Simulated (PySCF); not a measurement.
SMILES C1(C)(C)C([OH+]BO1)(C)C (charge +1), GFN2-xTB optimised geometry.

```
23

C     -1.13     1.02    -1.54
C     -0.71     0.76    -0.09
C     -1.52     1.65     0.85
O      0.68     1.14     0.00
B      1.49     0.12     0.00
O      0.71    -1.10    -0.04
C     -0.71    -0.76     0.29
C     -0.89    -1.02     1.78
C     -1.62    -1.65    -0.53
H     -2.19     0.82    -1.68
H     -0.95     2.06    -1.77
H     -0.55     0.42    -2.23
H     -1.12     1.63     1.86
H     -2.56     1.34     0.87
H     -1.47     2.67     0.50
H      2.65     0.12     0.00
H      1.01    -1.96     0.29
H     -0.73    -2.07     2.00
H     -1.90    -0.78     2.09
H     -0.20    -0.43     2.38
H     -1.36    -1.63    -1.59
H     -2.65    -1.31    -0.43
H     -1.57    -2.67    -0.18
```

Density from CAM-B3LYP/def2-SVP run with PySCF at that geometry.

Minimum of the electron density along straight lines between bonded atoms, close to the bond critical point (lines longer than 1.1 times the sum of covalent radii, or with two minima, are not listed):

```json
[
 {"bond": "C1–C2", "length / Å": "1.528", "ρ at the minimum / e bohr⁻³": "0.251", "∇²ρ there / e bohr⁻⁵": "-0.60", "position (fraction from the first atom)": "0.48"},
 {"bond": "C2–C3", "length / Å": "1.523", "ρ at the minimum / e bohr⁻³": "0.251", "∇²ρ there / e bohr⁻⁵": "-0.60", "position (fraction from the first atom)": "0.53"},
 {"bond": "C2–O4", "length / Å": "1.446", "ρ at the minimum / e bohr⁻³": "0.233", "∇²ρ there / e bohr⁻⁵": "-0.34", "position (fraction from the first atom)": "0.35"},
 {"bond": "O4–B5", "length / Å": "1.297", "ρ at the minimum / e bohr⁻³": "0.245", "∇²ρ there / e bohr⁻⁵": "1.44", "position (fraction from the first atom)": "0.67"},
 {"bond": "B5–O6", "length / Å": "1.450", "ρ at the minimum / e bohr⁻³": "0.150", "∇²ρ there / e bohr⁻⁵": "0.84", "position (fraction from the first atom)": "0.33"},
 {"bond": "C2–C7", "length / Å": "1.570", "ρ at the minimum / e bohr⁻³": "0.242", "∇²ρ there / e bohr⁻⁵": "-0.57", "position (fraction from the first atom)": "0.48"},
 {"bond": "O6–C7", "length / Å": "1.499", "ρ at the minimum / e bohr⁻³": "0.190", "∇²ρ there / e bohr⁻⁵": "-0.07", "position (fraction from the first atom)": "0.66"},
 {"bond": "C7–C8", "length / Å": "1.521", "ρ at the minimum / e bohr⁻³": "0.254", "∇²ρ there / e bohr⁻⁵": "-0.61", "position (fraction from the first atom)": "0.53"},
 {"bond": "C7–C9", "length / Å": "1.517", "ρ at the minimum / e bohr⁻³": "0.254", "∇²ρ there / e bohr⁻⁵": "-0.61", "position (fraction from the first atom)": "0.53"},
 {"bond": "C1–H10", "length / Å": "1.085", "ρ at the minimum / e bohr⁻³": "0.280", "∇²ρ there / e bohr⁻⁵": "-1.06", "position (fraction from the first atom)": "0.64"},
 {"bond": "C1–H11", "length / Å": "1.087", "ρ at the minimum / e bohr⁻³": "0.280", "∇²ρ there / e bohr⁻⁵": "-1.07", "position (fraction from the first atom)": "0.64"},
 {"bond": "C1–H12", "length / Å": "1.087", "ρ at the minimum / e bohr⁻³": "0.278", "∇²ρ there / e bohr⁻⁵": "-1.04", "position (fraction from the first atom)": "0.63"},
 {"bond": "C3–H13", "length / Å": "1.085", "ρ at the minimum / e bohr⁻³": "0.280", "∇²ρ there / e bohr⁻⁵": "-1.06", "position (fraction from the first atom)": "0.64"},
 {"bond": "C3–H14", "length / Å": "1.086", "ρ at the minimum / e bohr⁻³": "0.278", "∇²ρ there / e bohr⁻⁵": "-1.05", "position (fraction from the first atom)": "0.64"},
 {"bond": "C3–H15", "length / Å": "1.086", "ρ at the minimum / e bohr⁻³": "0.280", "∇²ρ there / e bohr⁻⁵": "-1.08", "position (fraction from the first atom)": "0.64"},
 {"bond": "B5–H16", "length / Å": "1.158", "ρ at the minimum / e bohr⁻³": "0.197", "∇²ρ there / e bohr⁻⁵": "-0.29", "position (fraction from the first atom)": "0.44"},
 {"bond": "O6–H17", "length / Å": "0.968", "ρ at the minimum / e bohr⁻³": "0.336", "∇²ρ there / e bohr⁻⁵": "-2.78", "position (fraction from the first atom)": "0.83"},
 {"bond": "C8–H18", "length / Å": "1.089", "ρ at the minimum / e bohr⁻³": "0.277", "∇²ρ there / e bohr⁻⁵": "-1.03", "position (fraction from the first atom)": "0.63"},
 {"bond": "C8–H19", "length / Å": "1.086", "ρ at the minimum / e bohr⁻³": "0.279", "∇²ρ there / e bohr⁻⁵": "-1.08", "position (fraction from the first atom)": "0.65"},
 {"bond": "C8–H20", "length / Å": "1.088", "ρ at the minimum / e bohr⁻³": "0.278", "∇²ρ there / e bohr⁻⁵": "-1.05", "position (fraction from the first atom)": "0.64"},
 {"bond": "C9–H21", "length / Å": "1.086", "ρ at the minimum / e bohr⁻³": "0.281", "∇²ρ there / e bohr⁻⁵": "-1.07", "position (fraction from the first atom)": "0.64"},
 {"bond": "C9–H22", "length / Å": "1.086", "ρ at the minimum / e bohr⁻³": "0.278", "∇²ρ there / e bohr⁻⁵": "-1.06", "position (fraction from the first atom)": "0.64"},
 {"bond": "C9–H23", "length / Å": "1.088", "ρ at the minimum / e bohr⁻³": "0.278", "∇²ρ there / e bohr⁻⁵": "-1.05", "position (fraction from the first atom)": "0.64"}
]
```
